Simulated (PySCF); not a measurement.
A PySCF script (with the pyscf-properties extension) for the NMR shieldings of `C#C/C(=C\[SiH3])[SiH2]P`, C4H9PSi2, on a GFN2-xTB geometry:

```python
import basis_set_exchange as bse
import numpy as np
from pyscf import gto, dft
from pyscf.prop import nmr

atoms = """
C    -0.233646   -0.778461    2.329581
C    -0.074588   -0.235243    1.268457
C     0.014149    0.423287    0.025173
C     1.132371    0.362113   -0.715003
Si    2.693099   -0.560095   -0.203509
Si   -1.576646    1.318411   -0.513845
P    -3.249630   -0.146519   -0.834750
H    -0.337720   -1.261778    3.255003
H     1.131480    0.886489   -1.663122
H     3.287174    0.101011    0.960497
H     2.366789   -1.948872    0.125734
H     3.626092   -0.519100   -1.332045
H    -2.006931    2.243937    0.539120
H    -1.319205    2.017907   -1.776677
H    -2.913731   -0.946640    0.242903
H    -2.546655   -0.947502   -1.718929
"""
names = dict.fromkeys(["C", "Si", "P", "H"], "pcSseg-1")
basis = {el: gto.basis.parse(bse.get_basis(n, elements=[el], fmt="nwchem")) for el, n in names.items()}
mol = gto.M(atom=atoms, basis=basis, charge=0, verbose=0)
mf = dft.RKS(mol, xc="PBE0")
mf.grids.level = 2
mf.grids.alignment = dft.numint.BLKSIZE   # the property module wants whole blocks of grid points
mf.conv_tol = 1e-9
mf.kernel()

calc = nmr.RKS(mf)   # GIAO
C = mf.mo_coeff
Co = C[:, mf.mo_occ > 0]
resp = mf.gen_response(singlet=True, hermi=2)
def vind(x):   # induced exchange potential for any number of trial vectors
    d = np.einsum("pi,xij,qj->xpq", C, 2 * x.reshape(-1, C.shape[1], Co.shape[1]), Co, optimize=True)
    return np.einsum("xpq,pi,qj->xij", resp(d - d.transpose(0, 2, 1)), C, Co, optimize=True).ravel()
mo1, _ = nmr.rhf.solve_mo1(calc, with_cphf=vind)
sigma = calc.kernel(mo1)
for i, s in enumerate(sigma):   # ppm
    print("%2d %-2s %9.2f" % (i, mol.atom_pure_symbol(i), np.trace(s) / 3))
```

Q: Give the expected output.

A: 
```
 0 C      84.69
 1 C     100.07
 2 C      34.11
 3 C      28.82
 4 Si    436.42
 5 Si    386.52
 6 P     609.28
 7 H      28.05
 8 H      24.47
 9 H      27.46
10 H      27.40
11 H      27.77
12 H      27.03
13 H      27.16
14 H      29.95
15 H      30.60
```

These numbers come from an equivalent density-fitted implementation of the same equations, which agrees with the script to about 0.01 ppm for H and up to a few tenths of a ppm for heavy atoms, so last digits may differ.

Q: Turn these shieldings into chemical shifts. Chemical shifts δ = σref − σ; 13C (σ = 186.93 ppm) and 29Si (σ = 349.16 ppm) and 1H (σ = 31.72 ppm) vs TMS; H3PO4 for 31P (σ = 318.38 ppm), all at this level.

A: Averaging equivalent atoms: C 3: 158.1; C 2: 152.8; C 0: 102.2; C 1: 86.9; Si 5: -37.4; Si 4: -87.3; P 6: -290.9; H 8: 7.25; H 12/13: 4.62; H 9/10/11: 4.17; H 7: 3.67; H 14/15: 1.44 ppm. Experimental scales use liquid or dissolved standards, which lie at an offset from isolated H3PO4.

Size and cost of the density-fitted run: 185 basis functions, 34 s wall time on 1 thread of an Arm Neoverse V1, shared host; peak memory 0.89 GiB.
